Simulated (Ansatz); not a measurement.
Total energies of C$_{9}$H$_{18}$O$_{2}$, SMILES `CCCCC(=O)OCC(C)C`.

```xyz
29

C     2.654    0.778    2.780
C     2.591    0.372    1.318
C     2.024   -1.025    1.122
C     1.966   -1.450   -0.341
C     1.105   -0.558   -1.195
O     1.448   -0.040   -2.224
O    -0.119   -0.412   -0.670
C    -1.019    0.420   -1.404
C    -2.344    0.460   -0.674
C    -3.271    1.444   -1.372
C    -2.972   -0.922   -0.577
H     3.063    1.783    2.900
H     3.284    0.092    3.353
H     1.659    0.767    3.234
H     1.979    1.094    0.764
H     3.591    0.422    0.874
H     1.021   -1.078    1.555
H     2.639   -1.748    1.669
H     2.959   -1.454   -0.791
H     1.562   -2.465   -0.416
H    -1.136    0.016   -2.415
H    -0.583    1.418   -1.498
H    -2.147    0.827    0.341
H    -3.478    1.124   -2.398
H    -2.838    2.447   -1.415
H    -4.228    1.513   -0.850
H    -3.191   -1.315   -1.575
H    -3.912   -0.885   -0.021
H    -2.307   -1.627   -0.075
```

Total charge 0; spin multiplicity 1. The geometry is a stationary point of PBE0-D4/def2-TZVP. It is one conformer, not always the lowest. Basis def2-TZVPP, Ansatz 0.2.0.

RPA on PBE orbitals: Hartree–Fock energy of these orbitals -501.12863 Eh, correlation -3.29307 Eh (frozen core).

| functional | energy without D4 (Eh) | D4 term (kJ/mol) |
| --- | --- | --- |
| LDA (SPW92) | -500.06154 | – |
| PBE | -503.81174 | -63.9 |
| revPBE | -504.30060 | -210.1 |
| BLYP | -504.23330 | -138.6 |
| B97M-V | -504.44016 | – |
| PBE0 | -503.87286 | -54.5 |
| r2SCAN0 | -504.12435 | -21.1 |
| HSE06 (plane-wave form) | -503.84393 | -50.4 |
| BHLYP | -504.16530 | -69.1 |
| CAM-B3LYP | -504.21594 | -54.5 |
| LC-ωPBE | -504.16506 | – |
| ωB97X-V | -504.32855 | – |
| ωB97M-V | -504.23426 | – |
| PBE-QIDH | -503.80791 | – |

Task: Give the same for r2SCAN, B3LYP, r2SCANh, B2PLYP. (An estimate is asked.)

Result: Ansatz gave: 
```tsv
functional	energy without D4 (Eh)	D4 term (kJ/mol)
r2SCAN	-504.17556	-18.7
B3LYP	-504.48321	-99.8
r2SCANh	-504.15411	-19.4
B2PLYP	-504.03285	–
```

B3LYP takes the VWN-RPA correlation (the form of Gaussian; ORCA's B3LYP/G). HSE06 is the plane-wave form, built on full-range PBE exchange. The double hybrids freeze the cores in their second-order part.

LC-ωPBE has ω = 0.4 bohr⁻¹.
